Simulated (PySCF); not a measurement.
Structure with atom numbers: `[CH2:1]=[C:2]([O:3][SiH2:4][PH2:5])[C:6]([CH3:7])=[O:8]` (H(Xn): hydrogen on atom n). Ha(C1) is cis to O3; Hb(C1) is trans to O3.

All values are calculated (PySCF 2.14.0 with density-fitted response routines): coordinates at the GFN2-xTB level, GIAO PBE0/pcSseg-1 shieldings. Equivalent nuclei averaged, no relativistic terms, no solvent model, one conformer.

Predict the 2D correlation tables (HSQC, COSY, HMBC).

Answers



HSQC (one-bond C–H):
```
           δH          δC
5.70 (Ha(C1))  111.3 (C1)
5.49 (Hb(C1))  111.3 (C1)
 2.45 (H(C7))   25.7 (C7)
```

COSY cross peaks (H two or three bonds apart, from the bond graph; peaks can be absent where the dihedral angle is near 90°):
```
           δH             δH
5.70 (Ha(C1))  5.49 (Hb(C1))
5.57 (H(Si4))   1.28 (H(P5))
```

HMBC (two and three bonds, from the bond graph):
```
           δH                      δC
5.70 (Ha(C1))  204.9 (C6), 158.8 (C2)
5.57 (H(Si4))              158.8 (C2)
5.49 (Hb(C1))  204.9 (C6), 158.8 (C2)
 2.45 (H(C7))  204.9 (C6), 158.8 (C2)
```

δ = σ(ref) − σ, references computed at the same level: TMS for $^{1}$H (31.72 ppm), $^{13}$C (186.93 ppm).

Short H···H contacts in this conformer between protons four or more bonds apart (candidates for NOE cross peaks, intensity ∝ r⁻⁶): Hb(C1)···H(C7) 2.44 Å.

Shifts are as computed. Against solution values, carbons near 30 ppm lie about +3 ppm off and those near 130 ppm about +5 ppm. Of 1309 compounds with measured shifts, 239 miss one by over three times the rms of a fit or turn the order of signals round; such compounds aren't used in these exercises.
